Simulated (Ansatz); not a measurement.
Coupled-cluster diagnostics for Hf₂S₃, Ansatz.

Geometry of the singlet (r2SCAN-D4/def2-SVP):

```xyz
5

Hf   -0.918    0.069    0.878
Hf    0.919   -0.069   -0.879
S     0.084   -2.069    0.249
S     1.206    1.240    1.164
S    -1.290    0.829   -1.414
```

In the def2 sets Hf takes a core potential; there is no spin–orbit coupling. Correlated methods freeze 15 core orbitals; core or outer-core shells of Hf are correlated, in sets that lack core-valence functions. No other spin state of charge 0 was run. The structure comes from a short search, and lower isomers may exist.

Estimate the CCSD(T) correlation energy, the shares of MP2 and (T), T1 and the reference's ⟨S²⟩ for: charge 0, singlet, own geometry in def2-TZVP; and the rough time on 4 threads of Intel Xeon Platinum 8259CL on a shared host.


| state | basis | correlation (eV) | MP2 share (%) | (T) share (%) | T1 | ⟨S²⟩ (pure) | wall time | remarks |
| --- | --- | --- | --- | --- | --- | --- | --- | --- |
| charge 0, singlet, own geometry | def2-TZVP | -31.805 | 95.4 | 6.1 | 0.029 | 0.00 (0.00) | 72 s | restricted SCF unstable |
Customary marks for T1 are 0.02 (closed shells), 0.045 (open shells) and about 0.05 (3d metals). T1 exceeds 0.02 in 1 of 1 rows and 0.045 in 0; the higher it lies, the less the single-reference result can be trusted.
